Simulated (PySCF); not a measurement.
# MF₂ across group 14

Level: PBE, basis family def2-TZVP, scalar-relativistic core potentials from Rb on and no relativity for lighter atoms.

Each entry is the lowest minimum that a search over a few typed start shapes (and spin states, where more than one is plausible) found, or that minimum re-optimised at the stated level; isomers with ligand–ligand bonds, or fragments after loss of a ligand pair, can lie lower. Open shells are unrestricted; no spin–orbit coupling; PySCF with density fitting.

| molecule | 2S+1 | point group | mean bond to the central atom (Å) | distinct angles (°) | lowest ω (cm⁻¹) | polar-tensor charge of the central atom | gap (eV) |
| --- | --- | --- | --- | --- | --- | --- | --- |
| CF₂ | 1 | C2v | 1.318 | 105 | 640 | 0.81 | 3.59 |
| SiF₂ | 1 | C2v | 1.624 | 101 | 314 | 1.03 | 4.10 |
| GeF₂ | ? | ? | ? | ? | ? | ? | ? |
| SnF₂ | 1 | C2v | 1.961 | 97 | 176 | 1.23 | 3.98 |

Task: Fill in the row of GeF₂.

Result: 2S+1: 1; point group: C2v; mean bond to the central atom (Å): 1.772; distinct angles (°): 98; lowest ω (cm⁻¹): 238; polar-tensor charge of the central atom: 1.16; gap (eV): 4.26.

The bond lengthens at every step; the largest change, 0.306 Å, falls between CF₂ and SiF₂ among the members listed.

Left out of the table are members whose search was unfinished or whose lowest solution was spin-contaminated, unstable, very soft or bonded differently.
